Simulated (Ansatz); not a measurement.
`[CH3][InH][Cl]` → H• + `[CH3][In][Cl]`•  (homolysis of the H–In bond)

Gas-phase electronic energies from Ansatz, PBE0-D4/def2-TZVP geometries. CBS: MP2 limit from def2 TZ/QZ plus the TZ coupled-cluster correction, frozen cores. This one scheme is used for every species, atoms too. DFT in def2-TZVPP. No spin–orbit coupling; open shells (•) take unrestricted orbitals. def2 core potentials past Kr. Bonds to In are less sure, by a few kJ/mol each and by 10 to 20 or more in all where they break to atoms, as the def2 sets lack core-valence functions.

| level | ΔE (kJ/mol) |
| --- | --- |
| PBE0-D4 | 285.0 |
| ωB97X-V | 307.6 |
| SCS-MP2/def2-QZVPP | 305.6 |
| CCSD/CBS(def2) | 304.8 |

What does CCSD(T)/CBS give? (An estimate is asked.)

Ansatz gave: +305.6 kJ/mol. The listed levels differ from it by -20.6, 2.0, 0.0, -0.8 kJ/mol.

Largest T1 diagnostic among the species: 0.016.

At CCSD(T), def2-SVP lies −18.2 kJ/mol from the extrapolated value and def2-TZVPP −5.0 kJ/mol: correlation converges slowly with the basis, and small sets miss more of it in the bonded molecule than in its fragments. From PBE to PBE0 (25 % exact exchange), in def2-TZVPP and without D4, ΔE moves by +8.0 kJ/mol.
